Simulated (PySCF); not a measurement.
C3H8O2, triplet, at the geometry of the source list (a higher spin typed on purpose: for a closed-shell molecule this is an excited state). Base run: B3LYP/def2-SVP run with PySCF.

The PySCF input:
```python
from pyscf import gto, scf, dft

mol = gto.M(
    atom='''
C     1.49740000    0.21070000    0.26420000
C     0.09340000    0.38200000   -0.30340000
O    -0.62200000    1.41610000    0.34790000
C    -0.71930000   -0.91880000   -0.22110000
O    -2.00020000   -0.74760000   -0.76880000
H     2.03680000    1.15230000    0.20750000
H     1.44840000   -0.10470000    1.30570000
H     2.04010000   -0.54110000   -0.30040000
H     0.14120000    0.70250000   -1.34960000
H    -0.59560000    1.25210000    1.29830000
H    -0.23270000   -1.71600000   -0.78560000
H    -0.79530000   -1.23070000    0.83530000
H    -2.29210000    0.14330000   -0.52990000
''',
    basis='def2-svp',
    spin=2,
    verbose=4,
)

mf = dft.UKS(mol)
mf.xc = 'b3lyp'
mf.kernel()
```

Each row names what was changed in the base input (with any setting that the change needs).

```tsv
change	ΔE vs base (µEh)	fitting functions	dipole (D)
base	0.0	-	2.38
auxbasis = even-tempered beta=1.6	-10.2	1194	2.38
auxbasis = def2-universal-jkfit	-57.3	523	2.38
auxbasis = even-tempered beta=2.0	-47.9	797	2.38
auxbasis = cc-pvtz-ri	-352	645	2.38
auxbasis = default (with mf = mf.density_fit())	-57.3	523	2.38
auxbasis = autoaux	-98.5	755	2.38
auxbasis = even-tempered beta=3.0	-523	556	2.38
auxbasis = cc-pvdz-jkfit	-227	534	2.37
auxbasis = def2-tzvp-ri	-387	500	2.37
```

A fitting set is made for a task (jfit for Coulomb, jkfit for Coulomb and exchange, ri for correlation) and for a family of orbital bases.

Open shells are given as the SCF converged; they aren't shown to be the lowest states, and a large step between rows can be another state.
